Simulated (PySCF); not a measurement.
# Ionising SnI

UHF; Sn def2-TZVPPD with ECP28, I def2-TZVPPD with ECP28; scalar-relativistic core potentials (PySCF 2.14). Neutral (UHF): doublet (π ↑), Re = 2.755 Å, ωe = 189 cm⁻¹, De = 1.87 eV, HOMO -7.36 eV, LUMO -0.63 eV.

SnI⁺ (RHF): singlet (closed shell), Re = 2.600 Å, ωe = 245 cm⁻¹, De = 2.12 eV to Sn⁺ + I. The energies at the minima are -510.06746 hartree for SnI and -509.82456 for SnI⁺.

(1) Work out the adiabatic ionisation energy, without and with harmonic zero-point energies (1 hartree = 27.2114 eV, 1 eV = 8065.5 cm⁻¹), and the change of the bond length.

SnI⁻ (UHF): triplet (π ↑↑), Re = 3.031 Å, ωe = 114 cm⁻¹. The energies at the minima are -510.06746 hartree for SnI and -510.11937 for SnI⁻.

(2) Work out the adiabatic electron affinity, without and with harmonic zero-point energies (1 hartree = 27.2114 eV, 1 eV = 8065.5 cm⁻¹), and the change of the bond length.

Spin–orbit coupling is left out, which matters for elements this heavy, above all for dissociation energies. For an ion De counts to the pair picked by the measured ionisation energies or electron affinities, which need not be the lowest pair at this level. Where the molecule has an RHF reference, its open-shell atoms are computed with UHF. Hartree–Fock leaves out correlation, which carries a large part of most bond energies and some tenths to 1 eV of ionisation energies. States were picked by a PBE0 search and need not be the measured ground states.

Neutral and ion stand on different kinds of reference determinant, which adds to the error of the difference.

## Answers

(1) At HF: 0.24290 hartree = 6.610 eV between the minima; the zero-point term (245.0 − 189.0)/2 cm⁻¹ = +0.003 eV makes it 6.613 eV. Re changes by -15.5 pm against the neutral. The electron leaves a π orbital, and the shorter bond of the ion fits an antibonding orbital, or a change in how ionic the bond is.

(2) At UHF: 0.05191 hartree = 1.413 eV between the minima; the zero-point term (189.0 − 114.0)/2 cm⁻¹ = +0.005 eV makes it 1.417 eV. Re changes by +27.6 pm against the neutral. The electron enters a π orbital, and the longer bond of the ion fits an antibonding orbital, or a change in how ionic the bond is.
